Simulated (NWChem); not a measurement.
## Atomisation of C2H3AlCl2

```xyz
8

Al    -0.0539    -0.1493     0.0000
Cl    -1.8311    -1.2746     0.0000
Cl    -0.2138     1.9511     0.0000
C      1.6839    -0.9858     0.0000
C      2.8246    -0.2731     0.0000
H      1.7715    -2.0812     0.0000
H      3.8138    -0.7487     0.0000
H      2.8275     0.8236     0.0000
```
Charge 0, spin multiplicity 1.

Everything below was run with NWChem. Structure: optimised with B3LYP/def2-SVP, a minimum by its harmonic frequencies. It is one conformer; others weren't searched.

Basis set: def2-TZVP. The atomisation energy is electronic alone: no zero-point, thermal, spin-orbit or counterpoise terms. No value is extrapolated to the basis-set limit. Free atoms are single determinants with multiplicities Al 2, Cl 2, C 3, H 2.

B3LYP has NWChem's definition, with VWN1-RPA local correlation. The structure started from a generated list of species. No SCF solution was tested for a lower state.

Question: Order these methods by the atomisation energy they give, lowest first: BHandHLYP, PBE0, B3LYP, PBE, M06-2X.

Answer: BHandHLYP (703.4 kcal/mol), B3LYP (718.7 kcal/mol), PBE0 (730.6 kcal/mol), M06-2X (733.4 kcal/mol), PBE (740.0 kcal/mol)
